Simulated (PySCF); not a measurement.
Job file and geometry (Å, from GFN2-xTB) of a spin–spin coupling run on SMILES B(C(=C)C)[O][GaH2], C$_{3}$H$_{8}$BGaO, PySCF 2.14.0, density-fitted response routines, B3LYP/pcJ-1 Ga:pcSseg-1 indirect spin-spin coupling, non-relativistic, gas phase; density fitting, a coarse starting grid and PySCF grid level 2 are the driver's defaults:

```
$ OMP_NUM_THREADS=1 python probes_run.py task.json out

{"job": {"kind": "j", "xc": "B3LYP", "basis": "pcJ-1"}, "charge": 0, "multiplicity": 1}
C     -1.929297    -1.325226     0.182257
C     -0.840298    -0.584707    -0.014707
C     -0.842242     0.884889     0.300221
B      0.500614    -1.182208    -0.588796
O      1.576182    -0.395423    -0.721602
Ga     2.456997     1.093603    -0.642311
H     -1.937992    -2.377528    -0.046016
H     -2.850556    -0.917742     0.573840
H     -0.642977     1.456447    -0.613407
H     -0.032458     1.114539     1.007294
H     -1.786921     1.213118     0.728471
H      0.575152    -2.316172    -0.902564
H      3.887592     0.922751    -0.081756
H      1.865527     2.413187    -1.208069
```

**Question.** What does the program print?

**Answer.** 
```
coarse grid: 53096 points
cycle   1  E = -2143.7529243791  dE =  5.715e-03  |g| = 1.346e+00  |ddm| = 3.198e+00
cycle   2  E = -2142.8784069728  dE =  8.745e-01  |g| = 2.471e+00  |ddm| = 2.157e+00
cycle   3  E = -2143.9170978128  dE = -1.039e+00  |g| = 5.510e-01  |ddm| = 1.801e+00
cycle   4  E = -2143.9709504470  dE = -5.385e-02  |g| = 1.228e-01  |ddm| = 3.891e-01
cycle   5  E = -2143.9727724452  dE = -1.822e-03  |g| = 3.524e-02  |ddm| = 1.110e-01
cycle   6  E = -2143.9729904125  dE = -2.180e-04  |g| = 1.921e-02  |ddm| = 3.854e-02
cycle   7  E = -2143.9730810222  dE = -9.061e-05  |g| = 3.996e-03  |ddm| = 1.600e-02
cycle   8  E = -2143.9730846262  dE = -3.604e-06  |g| = 9.906e-04  |ddm| = 3.624e-03
final grid: 112312 points
cycle   9  E = -2143.9730887453  dE =  1.666e-07  |g| = 1.351e-03  |ddm| = 2.287e-03
cycle  10  E = -2143.9730880474  dE =  6.980e-07  |g| = 2.135e-03  |ddm| = 2.584e-03
cycle  11  E = -2143.9730891833  dE = -1.136e-06  |g| = 3.407e-04  |ddm| = 1.665e-03
cycle  12  E = -2143.9730892110  dE = -2.769e-08  |g| = 2.342e-05  |ddm| = 2.466e-04
cycle  13  E = -2143.9730892111  dE = -8.822e-11  |g| = 1.060e-05  |ddm| = 2.176e-05
converged SCF energy = -2143.9730892111

Indirect spin-spin couplings (Hz)
  i      j    bonds     total        FC       PSO       DSO        SD
  0 C    1 C    1     69.193    79.099   -10.080     0.174         -
  0 C    2 C    2      1.234     1.586    -0.316    -0.036         -
  0 C    3 B    2      7.818     7.274     0.125    -0.003     0.422
  0 C    4 O    3     -2.406    -1.945    -0.482     0.020         -
  0 C    6 H    1    163.191   162.443     0.163     0.585         -
  0 C    7 H    1    159.878   159.121     0.161     0.596         -
  0 C    8 H    3      6.669     6.784     0.223    -0.338         -
  0 C    9 H    3      6.733     6.845     0.239    -0.350         -
  0 C   10 H    3      8.028     8.403    -0.407     0.032         -
  0 C   11 H    3      1.189     1.289    -0.099    -0.001         -
  1 C    2 C    1     36.150    37.324    -1.397     0.222         -
  1 C    3 B    1     66.387    67.137    -1.489     0.332     0.406
  1 C    4 O    2     -1.570    -1.423    -0.103    -0.044         -
  1 C    6 H    2      2.294     4.250    -1.530    -0.426         -
  1 C    7 H    2     -2.893    -0.969    -1.462    -0.462         -
  1 C    8 H    2     -6.400    -6.447     0.029     0.017         -
  1 C    9 H    2     -5.953    -6.037     0.055     0.029         -
  1 C   10 H    2     -3.711    -3.411    -0.161    -0.139         -
  1 C   11 H    2     19.081    19.339    -0.267     0.009         -
  1 C   12 H    4     -0.558    -0.276     0.122    -0.404         -
  2 C    3 B    2      2.675     2.657     0.035     0.030    -0.046
  2 C    4 O    3     -0.236    -0.293     0.094    -0.037         -
  2 C    6 H    3     14.115    14.186     0.410    -0.481         -
  2 C    7 H    3      9.646     9.775    -0.138     0.010         -
  2 C    8 H    1    131.766   129.813     1.145     0.808         -
  2 C    9 H    1    126.827   124.675     1.312     0.840         -
  2 C   10 H    1    137.230   135.491     1.021     0.718         -
  2 C   11 H    3      1.780     1.756     0.331    -0.307         -
  2 C   12 H    5     -0.403    -0.058     0.122    -0.468         -
  2 C   13 H    5      2.971     2.897    -0.116     0.191         -
  3 B    4 O    1    -13.043   -19.226     6.526    -0.196    -0.147
  3 B    6 H    3      7.516     7.511    -0.182     0.191    -0.004
  3 B    7 H    3     12.008    12.017     0.489    -0.477    -0.020
  3 B    8 H    3      1.586     1.593    -0.084     0.111    -0.034
  3 B    9 H    3      1.832     1.835    -0.107     0.130    -0.026
  3 B   10 H    3      6.108     6.017     0.538    -0.452     0.005
  3 B   11 H    1    150.432   150.327    -1.490     1.133     0.463
  3 B   12 H    3      2.741     3.124     0.385    -0.782     0.014
  3 B   13 H    3     -0.447    -0.083     0.233    -0.598     0.002
  4 O    6 H    4     -0.201    -0.063    -0.190     0.051         -
  4 O    7 H    4     -0.956    -0.904    -0.170     0.119         -
  4 O    9 H    4     -0.214    -0.145     0.131    -0.200         -
  4 O   10 H    4     -0.543    -0.469    -0.201     0.127         -
  4 O   11 H    2    -15.491   -16.294     0.834    -0.032         -
  4 O   12 H    2    -22.182   -22.936     0.314     0.440         -
  4 O   13 H    2     -8.959    -9.833     0.295     0.580         -
  6 H    7 H    2      2.561     2.319     3.679    -3.438         -
  6 H    8 H    4     -2.733    -2.706     1.550    -1.578         -
  6 H    9 H    4     -2.088    -2.073     1.562    -1.577         -
  6 H   10 H    4     -0.244    -0.114     1.542    -1.672         -
  6 H   11 H    4      0.179     0.072    -1.032     1.140         -
  6 H   12 H    6     -0.546    -0.083     0.531    -0.994         -
  6 H   13 H    6     -0.237     0.008     0.616    -0.862         -
  7 H    8 H    4     -2.934    -2.916     0.976    -0.994         -
  7 H    9 H    4     -2.435    -2.427     1.050    -1.057         -
  7 H   10 H    4     -0.451    -0.524    -1.518     1.592         -
  7 H   11 H    4     -0.194    -0.169     1.359    -1.385         -
  7 H   12 H    6     -0.562    -0.053     0.614    -1.123         -
  7 H   13 H    6     -0.165    -0.092     0.483    -0.556         -
  8 H    9 H    2    -17.473   -18.152     2.330    -1.651         -
  8 H   10 H    2    -12.847   -13.199     2.647    -2.295         -
  8 H   12 H    6     -2.009    -0.065     0.571    -2.516         -
  8 H   13 H    6      1.347     0.245    -1.417     2.520         -
  9 H   10 H    2    -12.556   -12.948     2.585    -2.193         -
  9 H   12 H    6     -1.440    -0.109     0.020    -1.351         -
  9 H   13 H    6      0.884     0.636    -0.593     0.841         -
 10 H   11 H    4      0.467     0.468     1.430    -1.430         -
 10 H   12 H    6     -1.020    -0.176     0.780    -1.623         -
 10 H   13 H    6      1.200     0.964     0.478    -0.242         -
 11 H   12 H    4     -0.903    -0.300     0.694    -1.297         -
 11 H   13 H    4      1.302     2.113     0.947    -1.758         -
 12 H   13 H    2     87.022    92.050     1.441    -6.469         -
```

Size and cost of the density-fitted run: 256 basis functions, 67 s wall time on 1 thread of an Arm Neoverse V1, shared host; peak memory 1.1 GiB.
